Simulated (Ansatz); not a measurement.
Correlation energies of `[CH2][SiH](C)C` radical by basis set

Cartesian coordinates in Å:
```
C -0.548 1.816 0.153
Si -0.468 0.003 -0.191
C 0.927 -0.380 -1.384
C -0.209 -0.959 1.399
H -1.426 2.424 -0.041
H 0.289 2.367 0.575
H -1.764 -0.408 -0.804
H 0.788 0.138 -2.336
H 1.889 -0.068 -0.969
H 0.979 -1.453 -1.585
H -0.159 -2.032 1.196
H -1.024 -0.784 2.105
H 0.726 -0.663 1.882
```

Charge 0, multiplicity 2. The structure was optimised at the PBE0-D4/def2-TZVP level. Frozen core, unrestricted reference, Ansatz. CBS rows extrapolate triple and quadruple zeta; past MP2 they add the triple-zeta difference.

```csv
basis,HF (Eh),MP2 corr.,CCSD corr.,(T),CCSD(T) total
def2-SVP,-407.58132,-0.50692,-0.57217,?,?
def2-TZVPP,?,-0.62855,?,-0.02498,?
def2-QZVPP,-407.83277,-0.66991,–,–,–
CBS(def2),-407.83481,-0.70054,?,as TZ,?
```

(1) Fill in the withheld values. (An estimate is asked.)

Answers

(1) Computed: def2-SVP (T): -0.01529; def2-SVP CCSD(T) total: -408.16878; def2-TZVPP HF (Eh): -407.81796; def2-TZVPP CCSD corr.: -0.68802; def2-TZVPP CCSD(T) total: -408.53096; CBS(def2) CCSD corr.: -0.76001; CBS(def2) CCSD(T) total: -408.61980.
